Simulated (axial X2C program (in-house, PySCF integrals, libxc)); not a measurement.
# Low determinants of BeS at the PBE0 level, without spin–orbit coupling

All values were computed with an in-house relativistic program for diatomic molecules. Spin-free means the one-electron spin-free X2C Hamiltonian. Basis: S dyall-av3z [9s8p3d2f], Be dyall-cv3z [8s8p3d1f] (cores contracted in-house); Gaussian nuclei, density fitting, unrestricted open shells. Masses: S 31.972 u, Be 9.012 u.

Search at 1.740 Å (vertical energies from the lowest determinant):

```json
{"ΔE (eV)": "0.00", "state": "M_S = 0, Λ = 0", "electrons beyond evenly filled partner blocks": "closed shell", "electrons in σ, π, δ, φ": "12 8 0 0"}
{"ΔE (eV)": "1.00", "state": "M_S = 1, Λ = 1", "electrons beyond evenly filled partner blocks": "σα, π+α, π+β, π-α", "electrons in σ, π, δ, φ": "13 7 0 0"}
{"ΔE (eV)": "1.04", "state": "M_S = 0, Λ = 1", "electrons beyond evenly filled partner blocks": "σβ, π+α, π+β, π-α", "electrons in σ, π, δ, φ": "13 7 0 0"}
{"ΔE (eV)": "2.50", "state": "M_S = 1, Λ = 0", "electrons beyond evenly filled partner blocks": "2 × σα", "electrons in σ, π, δ, φ": "12 8 0 0"}
{"ΔE (eV)": "4.19", "state": "M_S = 1, Λ = 2", "electrons beyond evenly filled partner blocks": "2 × π+α, π+β, π-α", "electrons in σ, π, δ, φ": "12 8 0 0"}
{"ΔE (eV)": "4.19", "state": "M_S = 1, Λ = 0", "electrons beyond evenly filled partner blocks": "π+α, π+β, 2 × π-α", "electrons in σ, π, δ, φ": "12 8 0 0"}
{"ΔE (eV)": "4.38", "state": "M_S = 0, Λ = 2", "electrons beyond evenly filled partner blocks": "π+α, 2 × π+β, π-α", "electrons in σ, π, δ, φ": "12 8 0 0"}
```

Lowest determinant, M_S = 0, Λ = 0 (closed shell): Re = 1.737 Å, ωe = 1022.7 cm⁻¹.

The determinant in row 2 of the search, M_S = 1, Λ = 1 (beyond evenly filled blocks: σα, π+α, π+β, π-α), was followed along the bond at PBE0; measured from the minimum of the lowest determinant it gives:

Te = 0.717 eV (5780 cm⁻¹), Re = 1.914 Å, ωe = 748.0 cm⁻¹.

Q: Compare the bond of the determinant in row 2 with that of the lowest one.

A: At PBE0 its Re is 0.177 Å longer and its force constant, which goes as ωe², is 0.53 times that of the lowest determinant. T0 ≈ Te + Δωe/2 = 5780 + (-137) = 5643 cm⁻¹.

The search compares states at one distance, so a state with another bond length can lie lower; it is not exhaustive and yields mostly the lowest determinant of each block pattern, so other components and higher states of one pattern are missing. These are energies of single determinants, not of spin-adapted states; PBE0 term energies can be off by some tenths of an eV, and the functional has no current term.
